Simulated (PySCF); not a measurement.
SMILES c1(c(-c2c(F)cccc2F)c(ccc1)F)F at its GFN2-xTB optimised geometry (Å):

```
22

F     -1.8363    -0.5832     0.0000
C     -1.1936     0.5983     0.0000
C     -1.9321     1.7670    -0.0007
C     -1.2686     2.9814    -0.0013
C      0.1146     3.0253    -0.0006
C      0.8240     1.8389     0.0000
F      2.1685     1.8788     0.0004
C      0.1965     0.5983     0.0000
C      0.9728    -0.6625    -0.0031
C      1.3586    -1.2756    -1.1897
F      1.0098    -0.6989    -2.3538
C      2.0846    -2.4517    -1.2114
C      2.4422    -3.0430    -0.0124
C      2.0778    -2.4651     1.1912
C      1.3518    -1.2887     1.1787
F      0.9969    -0.7251     2.3473
H     -3.0085     1.7110    -0.0011
H     -1.8334     3.9001    -0.0025
H      0.6504     3.9607    -0.0010
H      2.3583    -2.8857    -2.1594
H      3.0085    -3.9607    -0.0159
H      2.3463    -2.9098     2.1357
```

Method: PBE0/def2-SVP in PySCF. Cells within 0.4 Å of a nucleus heavier than hydrogen are left out (blank, or x).

Map of the deformation density (molecule minus spherical neutral atoms) (e/bohr³) on the plane z = 1.0 Å:

```
|1111111111111111111111111111111|
|1111111111111111111111111111111|
|1111111111111111111111111111111|
|1111111111111111111111111111111|
|1111111111111111111111111111111|
|1111111111111111111111111111111|
|1111111111111111111111111111111|
|1111111111100111111111111111111|
|1111111111110111111111111111111|
|1111111111111001110111111111111|
|1111111111110000100011111111111|
|1111111111110000110011111111111|
|1111111111111001110111111111111|
|1111111111111111110111111111111|
|1111111111000111000111111111111|
|1111111111100010000011111111111|
|1111111111111110000111111111111|
|1111111111111110026301111111111|
|111111111111111113xx21111111111|
|111111111111111111x962111111111|
|1111111111111111114982111111111|
|11111111111111111124xx111111111|
|11111111111111111111x6101111111|
|1111111111111111111121001111111|
|1111111111111111111100001111111|
|1111111111111111111110011111111|
|1111111111111111111111111111111|
|1111111111111111111111111111111|
|1111111111111111111111111111111|
|1111111111111111111111111111111|
|1111111111111111111111111111111|
```
Scale: ten equal steps from -0.015 (start of '0') to 0.068 (end of '9'), in the order '0123456789'; x runs from -6.00 to 6.00, y from -6.00 (bottom) to 6.00 (top).
